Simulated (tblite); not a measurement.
Species: C₅H₁₃B₃OS.
Atom-mapped SMILES: `[CH3:1][B:2]1[BH:3][S:4][B:5]([O:6][CH:7]([CH3:8])[CH3:9])[CH2:10]1` (hydrogens: H11, H12, H13 on C1; H14 on B3; H15 on C7; H16, H17, H18 on C8; H19, H20, H21 on C9; H22, H23 on C10)

Computed with GFN2-xTB (tblite), gas phase: L-BFGS steps from a force-field or distance-geometry start until the largest atomic force falls under 0.01 eV/Å.

Step 215: E = -773.0005 eV
```
atom  x, y, z in Å  |  force x, y, z in eV/Å
C1     -3.9253   -0.2271    0.6261    0.008   0.017  -0.003
B2     -2.6844    0.1653   -0.2623   -0.009   0.024  -0.022
B3     -2.2487    1.6627   -0.8593   -0.026  -0.012   0.027
S4     -0.4744    1.7599   -0.9652   -0.001   0.035  -0.008
B5     -0.1858   -0.0213   -0.4736   -0.037  -0.018   0.038
O6      0.9690   -0.5061   -0.0754    0.024  -0.010  -0.002
C7      2.2151    0.1732    0.0170   -0.011  -0.027  -0.016
C8      2.6364    0.2381    1.4836   -0.036   0.003  -0.058
C9      3.2295   -0.5920   -0.8287    0.035   0.018   0.014
C10    -1.5216   -0.8811   -0.5349    0.012  -0.013  -0.008
H11    -3.7603   -1.0760    1.2851    0.012  -0.023   0.015
H12    -4.7278   -0.5142   -0.0574    0.006   0.029   0.026
H13    -4.3111    0.5967    1.2223   -0.042   0.004   0.002
H14    -2.8368    2.6362   -1.1485    0.041  -0.030  -0.025
H15     2.0963    1.1928   -0.3776   -0.011  -0.021   0.020
H16     3.5402    0.8324    1.5698    0.062  -0.024   0.040
H17     1.8541    0.7074    2.0763   -0.002  -0.020  -0.014
H18     2.8190   -0.7636    1.8698   -0.018   0.068  -0.022
H19     3.3495   -1.5991   -0.4358   -0.003   0.002  -0.026
H20     4.1881   -0.0832   -0.8057    0.036   0.008   0.022
H21     2.8962   -0.6562   -1.8622   -0.040   0.007   0.037
H22    -1.5105   -1.7631    0.1048    0.026  -0.009   0.004
H23    -1.6115   -1.2549   -1.5582   -0.025  -0.008  -0.042
```

Step 216: E = -773.0016 eV
```
atom  x, y, z in Å  |  force x, y, z in eV/Å
C1     -3.9248   -0.2258    0.6282    0.007   0.006  -0.005
B2     -2.6847    0.1655   -0.2617   -0.005   0.024  -0.006
B3     -2.2499    1.6612   -0.8616   -0.015  -0.014   0.021
S4     -0.4761    1.7614   -0.9699    0.004  -0.010   0.009
B5     -0.1872   -0.0210   -0.4735    0.009  -0.003   0.028
O6      0.9687   -0.5059   -0.0763    0.002   0.002  -0.005
C7      2.2144    0.1735    0.0167    0.007  -0.016  -0.014
C8      2.6372    0.2375    1.4824   -0.016  -0.019  -0.026
C9      3.2311   -0.5907   -0.8281   -0.005   0.028   0.003
C10    -1.5216   -0.8813   -0.5338   -0.011  -0.004  -0.030
H11    -3.7588   -1.0767    1.2850    0.001  -0.007   0.015
H12    -4.7270   -0.5112   -0.0561    0.000   0.018   0.020
H13    -4.3129    0.5970    1.2245   -0.026   0.000   0.007
H14    -2.8376    2.6325   -1.1549    0.023  -0.011  -0.028
H15     2.0943    1.1941   -0.3748   -0.005  -0.025   0.006
H16     3.5430    0.8293    1.5705    0.035  -0.016   0.030
H17     1.8553    0.7024    2.0783   -0.006   0.004  -0.014
H18     2.8205   -0.7643    1.8672   -0.016   0.047  -0.022
H19     3.3508   -1.5978   -0.4355   -0.004  -0.002  -0.023
H20     4.1898   -0.0819   -0.8019    0.021   0.007   0.004
H21     2.8950   -0.6549   -1.8612   -0.008   0.012   0.049
H22    -1.5088   -1.7639    0.1052    0.021  -0.009  -0.003
H23    -1.6155   -1.2520   -1.5588   -0.013  -0.011  -0.017
```

Question: Estimate the geometry and energy of step 217. (The exact step hangs on the optimiser's Hessian estimate; all steps are aligned on step 216, rigid shifts and turns removed.)

Answer: E = -773.0026 eV, largest force 0.056 eV/Å
```
atom  x, y, z in Å  |  force x, y, z in eV/Å
C1     -3.9205   -0.2170    0.6347   -0.007   0.017  -0.004
B2     -2.6849    0.1608   -0.2677   -0.012   0.024   0.006
B3     -2.2519    1.6504   -0.8823   -0.008   0.003   0.008
S4     -0.4776    1.7497   -0.9872   -0.001   0.001   0.010
B5     -0.1899   -0.0278   -0.4741    0.012   0.013   0.010
O6      0.9652   -0.5068   -0.0689    0.016  -0.019   0.019
C7      2.2088    0.1755    0.0249    0.019  -0.007  -0.005
C8      2.6418    0.2285    1.4878   -0.004  -0.037   0.011
C9      3.2265   -0.5768   -0.8297   -0.022   0.019   0.007
C10    -1.5229   -0.8892   -0.5353   -0.027  -0.007  -0.049
H11    -3.7554   -1.0693    1.2902   -0.011   0.007   0.017
H12    -4.7332   -0.4939   -0.0412    0.013   0.013   0.025
H13    -4.2964    0.6117    1.2330   -0.001  -0.033  -0.005
H14    -2.8376    2.6199   -1.1885    0.025  -0.029  -0.020
H15     2.0827    1.1992   -0.3557    0.001  -0.018  -0.009
H16     3.5483    0.8204    1.5766    0.006  -0.013   0.017
H17     1.8641    0.6815    2.0983   -0.007   0.020  -0.033
H18     2.8323   -0.7759    1.8613   -0.014   0.026  -0.020
H19     3.3480   -1.5892   -0.4504   -0.007   0.012  -0.019
H20     4.1838   -0.0661   -0.7944    0.024   0.004  -0.014
H21     2.8892   -0.6294   -1.8631    0.003   0.020   0.046
H22    -1.5085   -1.7716    0.1041    0.007  -0.002  -0.012
H23    -1.6167   -1.2575   -1.5621   -0.005  -0.014   0.013
```

The energy changes by -0.0010 eV. The first-order estimate −F·Δx gives -0.0016 eV and the mean of the old and new forces, exact on a quadratic surface, -0.0011 eV. The step makes an angle of 83° with the force vector and moves no atom by more than 0.036 Å.

The cost below is that of the whole relaxation. Time: 4.6 s. Hardware: Arm Neoverse N1, one thread, no GPU, shared host with 64 logical CPUs at a one-minute load of 60.
